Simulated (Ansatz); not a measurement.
C$_{2}$H$_{6}$BNS, SMILES `CC1NB1S` from Hartree–Fock to CCSD(T)

```xyz
11

C    -0.4724    0.6348   -1.2128
C     0.5480   -0.0939   -0.3778
N     0.2128   -1.4246    0.1609
B     0.2760   -0.4518    1.1071
S    -0.0239   -0.1076    2.8263
H    -0.5418    0.2171   -2.2232
H    -1.4662    0.5889   -0.7596
H    -0.1994    1.6887   -1.3137
H     1.5659   -0.0225   -0.7629
H    -0.2951   -2.1959   -0.2335
H     0.3963    1.1668    2.7891
```

The species carries charge 0 and has multiplicity 1. The geometry is a stationary point of PBE0-D4/def2-TZVP. It is one conformer, not always the lowest. Frozen core, restricted reference, Ansatz. CBS rows extrapolate triple and quadruple zeta; past MP2 they add the triple-zeta difference.

```csv
basis,HF (Eh),MP2 corr.
def2-TZVPP,-555.97152,-0.82078
def2-QZVPP,-555.98995,-0.87838
```

Task: Estimate the CCSD correlation energy and the (T) correction in each basis where they were run (hartree).

Result: 
```json
{"basis": "def2-TZVPP", "CCSD corr.": "-0.86452", "(T)": "-0.03907"}
{"basis": "CBS(def2)", "CCSD corr.": "-0.96478", "(T)": "as TZ"}
```
